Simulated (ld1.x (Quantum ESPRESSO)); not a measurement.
In: variants of one TM potential

Base potential:

```json
{
 "Element": "In",
 "Generator": "ld1.x (Quantum ESPRESSO) 7.5",
 "Type": "norm-conserving Troullier–Martins (Kleinman–Bylander form)",
 "Functional": "PBE",
 "Relativity": "scalar-relativistic",
 "Frozen core": "[Ar] 3d10",
 "Valence charge": "21",
 "Reference configuration": "4s2 4p6 4d10 5s2 5p0.5 (charge +0.5)",
 "Partial waves": "4p (bound): rc 1.05 bohr; 4d (bound): rc 1.50 bohr; 4s (bound): rc 1.00 bohr",
 "Local potential": "the s channel",
 "Core correction": "Bessel-smoothed model core inside 0.60 bohr"
}
```

Occupied shells without a wave of their own: 5p, 5s. They enter only through the test configuration that unscreens the potential, and ld1.x also counts them in the model core charge.

Cutoffs, loose and tight: the cutoffs (Ry, on a coarse ladder) from which the occupation-weighted sum of valence levels, in a spherical-Bessel basis at the reference potential, stays within 10 and 1 mRy of its value at 400 Ry. They do not see the model core or the augmentation charge, which bear on the density cutoff. Test errors are all-electron minus pseudo excitation energies from the reference, over the configurations 4s2 4p6 4d10 5s2 5p1; 4s2 4p6 4d10 5s2 5p0; 4s2 4p6 4d10 5s1 5p0; 4s2 4p6 4d9 5s2 5p2; 4s2 4p6 4d9 5s0 5p0; 4s2 4p6 4d10 5s2 5p1.3; 4s2 4p6 4d10 5s1 5p2. A dash means not determined; rows that change the core or the reference have their own tests.

With those shells counted twice in exchange and correlation these files are broken, and their errors move erratically; no question is asked of them.

```tsv
change	outcome	cutoff, loose	cutoff, tight	bound ghosts	largest test error (meV)
base	generated, misses its reference levels by 0.30 eV	180 Ry	260 Ry	none	-2408
wave 4d (bound): rc 1.50 bohr becomes 4d (bound): rc 1.02 bohr	generated, misses its reference levels by 0.30 eV	180 Ry	260 Ry	none	-2405
wave 4d (bound): rc 1.50 bohr becomes 4d (bound): rc 1.26 bohr	generated, misses its reference levels by 0.30 eV	180 Ry	260 Ry	none	-2406
wave 4d (bound): rc 1.50 bohr becomes 4d (bound): rc 1.44 bohr	generated, misses its reference levels by 0.30 eV	180 Ry	260 Ry	none	-2407
wave 4d (bound): rc 1.50 bohr becomes 4d (bound): rc 1.72 bohr	generated, misses its reference levels by 0.30 eV	180 Ry	260 Ry	none	-2412
wave 4d (bound): rc 1.50 bohr becomes 4d (bound): rc 1.92 bohr	generated, misses its reference levels by 0.30 eV	180 Ry	260 Ry	none	-2417
wave 4d (bound): rc 1.50 bohr becomes 4d (bound): rc 2.16 bohr	generated, misses its reference levels by 0.30 eV	180 Ry	260 Ry	none	-2415
```

Reading the sweep of the d radius (base included, trends over the rows without a ghost): The loose cutoff stays near 180 Ry. The median size of the test errors (rows with all tests solved) rises from 85.0 meV at 1.02 to 113.0 meV at 2.16 bohr. More of the atom is replaced by a form fitted at one configuration, so other configurations suffer as the radius grows.
